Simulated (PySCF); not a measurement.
Bond length, frequency and bond energy of SnC⁺ by level of theory

State: ⁴Σ⁻ (quartet), unpaired electrons σ ↑, π ↑↑. Set-up: Sn x2c-SVPall, C x2c-SVPall; spin-free X2C with a Gaussian nucleus (PySCF 2.14). De refers to Sn⁺ + C in their high-spin ground configurations, without counterpoise correction. The functionals are run spin-unrestricted. A positive dipole points towards C; it is taken about the centre of mass and depends on that origin.

```tsv
Level	Re (Å)	ωe (cm⁻¹)	De (eV)	μ (D)
UHF	2.101	661	1.66	-1.07
UHF-MP2	2.111	643	2.32	n/a
UHF-SCS-MP2	2.112	641	2.01	n/a
UHF-CCSD	2.121	620	2.23	n/a
UHF-CCSD(T)	2.129	602	2.35	n/a
PBE	2.150	564	3.14	-0.62
PW91	2.148	566	3.17	-0.60
r²SCAN	2.127	600	2.94	-0.60
TPSSh	2.134	592	2.87	-0.73
B3LYP	2.140	580	2.62	-0.81
PBE0	2.120	610	2.81	-0.82
```

(1) Which functional lies closest to UHF-CCSD(T) in De, which farthest, and by how much do they differ from it?

(2) What does second-order correlation do here, going from UHF to UHF-MP2?

(3) What does all correlation do here, going from UHF to UHF-CCSD(T)?

Correlated steps freeze 19 core orbitals. Correlated levels converge slowly with the basis: in double zeta they bind strong bonds too weakly, by up to about 1 eV, and carry superposition errors of some tenths. These are scalar-relativistic numbers at best; spin–orbit coupling would shift them, the dissociation energy most. For an ion De counts to the pair picked by the measured ionisation energies or electron affinities, which need not be the lowest pair at this level. The state is the lowest determinant that a PBE0 search found; another state may lie lower at other levels.

## Answers

(1) Closest is B3LYP (+1.1 pm in Re, -3.7 % in ωe, +0.27 eV in De against UHF-CCSD(T) in the same basis), farthest PW91 (+1.9 pm in Re, -6.0 % in ωe, +0.82 eV in De). CCSD(T) converges more slowly with the basis than the functionals do and binds too weakly in this one, so the order can change at the basis-set limit.

(2) UHF-MP2 less UHF: +1.0 pm in Re, -2.7 % in ωe, +0.66 eV in De. Correlation nearly always deepens the well. The bond lengthens, as in strong covalent bonds, where excitations into antibonding orbitals dominate.

(3) UHF-CCSD(T) less UHF: +2.8 pm in Re, -8.9 % in ωe, +0.69 eV in De. Correlation nearly always deepens the well. The bond lengthens, as in strong covalent bonds, where excitations into antibonding orbitals dominate.
